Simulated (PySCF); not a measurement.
boric acid (BH3O3), SMILES OB(O)O. Atoms are numbered in the order given.

```xyz
7

O     -0.6153    -1.2379     0.0000
B     -0.0330    -0.0107     0.0000
O      1.3396     0.0596     0.0000
O     -0.8693     1.0684     0.0000
H      0.0484    -1.9332     0.0000
H      1.7062     0.9462     0.0000
H     -0.4297     1.9203     0.0000
```

The structure is a stationary point at PBE0-D3(BJ)/def2-SVP. One conformer was computed; it need not be the lowest.

Two levels are set side by side: PBE/pcSseg-2 (PySCF) and B3LYP/pcSseg-2 (PySCF). GIAO shifts against BF3 (¹¹B), H2O (¹⁷O), TMS (¹H) at the same level; non-relativistic, no solvent, atoms listed together averaged. Differences are taken from unrounded values.

```tsv
quantity	B3LYP
δ(¹¹B) of B2 (ppm)	8.4
```

**Question.** What does PBE give, and how far is it from B3LYP? (An estimate is asked for; the answer gives what the named calculation found.)

**Answer.** 
| quantity | PBE | PBE minus B3LYP |
|---|---|---|
| δ(¹¹B) of B2 (ppm) | 7.5 | -0.9 |

Rough cost on one machine, each run with all the roots and properties that it gave: B3LYP against PBE within a factor of 2.
